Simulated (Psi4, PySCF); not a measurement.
Internal rotation in terpyridine, SMILES c1(-c2cccc(n2)-c2ncccc2)ccccn1. Scanned: dihedral N16–C5–C4–N17; all other coordinates were relaxed at GFN2-xTB. Points at φ and −φ are mirror images. Heavy atoms are numbered in the order of the SMILES c1ccc(-c2cccc(-c3ccccn3)n2)nc1, hydrogens after them in the order of the atoms that carry them; the mirror image has the same energies with the sign of each dihedral reversed.

- RKS-M06-2X/6-31G* = restricted M06-2X/6-31G*, spherical d, density fitting // GFN2-xTB (PySCF)
- PBE-D3(BJ)/def2-SVP // GFN2-xTB (Psi4)

Energies relative to the lowest point of each profile, in kJ/mol:

```
φ / °  RKS-M06-2X/6-31G*
-----  -----------------
-150                 5.3
-120                22.4
-90                 35.3
-60                 29.6
-30                 24.8
0                   29.2
30                  24.8
60                  29.6
90                  35.3
120                 22.4
150                  5.3
180                  0.0
```

Problem. Predict the corresponding PBE-D3(BJ)/def2-SVP column.

Solution. -150: 7.2; -120: 25.7; -90: 39.1; -60: 33.6; -30: 26.8; 0: 28.3; 30: 26.8; 60: 33.6; 90: 39.1; 120: 25.7; 150: 7.2; 180: 0.0 (kJ/mol).
